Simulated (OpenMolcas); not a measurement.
# SnHCl3O: a line through the functionals

The species is SnHCl3O (6 atoms), meant as a singlet with charge 0. As SMILES, `[OH][Sn]([Cl])([Cl])[Cl]`. Geometry: relaxed at PBE0-D4/def2-TZVP.

The vertical ionisation energy (to the doublet cation) y, in eV, basis def2-SVP with a core potential; a is the functional's share of exact exchange. Programs: OpenMolcas 26.06.

```
functional     program     a  y (eV)
      TPSS  OpenMolcas     0   10.81
    revPBE  OpenMolcas     0   10.60
     B3LYP  OpenMolcas   0.2   11.24
      PBE0  OpenMolcas  0.25       ?
     BHLYP  OpenMolcas   0.5   11.82
```

**Question.** Fit y = c + s·a to the known rows and predict PBE0.

**Answer.** 
1. Means of the 4 rows: a = 0.1750, y = 11.117.
2. Σ(Δa)² = 0.1675, Σ(Δa·Δy) = 0.37575, so the slope is 0.37575/0.1675 = 2.2433.
3. Intercept: 11.117 − (2.2433) × 0.1750 = 10.724. The largest residual of the fit is 0.12.
4. PBE0: 10.724 + (2.2433) × 0.25 = 11.28 eV.

The run gave 11.47 eV, so the prediction is off by -0.19 eV, more than the largest residual. The rows mix families of semi-local functionals, which the line can't see. Spin-orbit coupling is left out.
